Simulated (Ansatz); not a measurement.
Born–Oppenheimer molecular dynamics of Cl3H3OSZr (9 atoms, charge 0, multiplicity 1). It starts at the highest image of a converged band, a first-order saddle point between two minima.

The calculation used RKS BLYP/def2-SVP in Ansatz.

| Item | Value |
| --- | --- |
| ensemble | NVE (velocity Verlet) |
| time step | 0.5 fs |
| steps asked | 200 |
| starting velocities drawn for | 100 K |
| seed | 7404 |

First frame:

```xyz
9
Properties=species:S:1:pos:R:3
Zr 0.374 -0.486 -0.308
Cl 1.182 0.345 2.344
Cl 2.220 0.785 -1.098
O -1.258 0.452 0.001
H -1.981 1.100 -0.034
Cl -0.171 -1.696 -2.280
S 0.671 -2.617 1.216
H -0.669 -2.707 1.469
H 0.982 -1.091 2.223
```

(1) How far do the bonds stretch over the last three quarters of this one trajectory? (Pairs bonded in most of those frames.)

Results:

(1) 
```tsv
bond	mean (Å)	spread (Å)	shortest	longest
Zr1–Cl2	3.048	0.050	2.96	3.14
Zr1–Cl3	2.377	0.006	2.37	2.39
Zr1–O4	1.910	0.011	1.89	1.93
Zr1–Cl6	2.370	0.011	2.35	2.39
Zr1–S7	2.599	0.038	2.55	2.67
Cl2–H9	1.396	0.041	1.32	1.48
O4–H5	0.972	0.004	0.97	0.98
S7–H8	1.368	0.020	1.34	1.40
```

Mean temperature of the second half: 70 K. The conserved energy stayed within 0.027 meV per atom of its start (net change 0.0033 meV per atom), so the integration is sound. A run of 0.1 ps of so small a system gives no equilibrium averages. The orbitals stay closed-shell, which can raise the energy where a bond breaks towards radicals; this wasn't checked here.

The run took 6.9 min on 4 threads of Arm Neoverse V1 (shared host), peak memory 0.21 GiB.
